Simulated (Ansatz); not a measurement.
Relaxation of GeH₄N (6 atoms, charge 0, multiplicity 2), to a largest force component of 0.015 eV/Å in at most 40 steps.

All numbers below come from UKS PBE-D4/def2-TZVP (Ansatz).

```xyz
6
Properties=species:S:1:pos:R:3
N -0.227 -1.086 -0.047
Ge -0.453 0.812 -0.098
H 0.700 -1.250 -0.249
H -0.405 -1.331 0.917
H -0.073 1.332 -1.524
H 0.499 1.459 0.955
```

Question: Where does it end, and by what steps?

Answer: The run converged. After 11 steps the energy has fallen by 0.396 eV; H3 moved furthest, 0.83 Å.

| step | energy less start (eV) | largest force component (eV/Å) | accepted |
| --- | --- | --- | --- |
| 0 | 0.0000 | 3.061 | yes |
| 1 | -0.1563 | 0.722 | yes |
| 2 | -0.1412 | 1.497 | no |
| 3 | -0.1946 | 0.558 | yes |
| 4 | -0.2168 | 0.512 | yes |
| 5 | -0.2501 | 0.386 | yes |
| 6 | -0.2949 | 0.519 | yes |
| 7 | -0.3740 | 0.750 | yes |
| 8 | -0.3798 | 0.213 | yes |
| 9 | -0.3792 | 1.039 | no |
| 10 | -0.3941 | 0.081 | yes |
| 11 | -0.3963 | 0.010 | yes |

```xyz
6
Properties=species:S:1:pos:R:3
N 0.200 -0.909 0.130
Ge -0.449 0.818 -0.157
H 0.028 -1.570 -0.628
H -0.084 -1.337 1.011
H 0.265 1.294 -1.468
H 0.082 1.640 1.066
```

Whether the end is a true minimum wasn't checked by a vibrational analysis.

Run time: 17 s on 2 threads of Intel(R) Xeon(R) Platinum 8488C (Sapphire Rapids), on a shared host, peak memory 0.19 GiB.
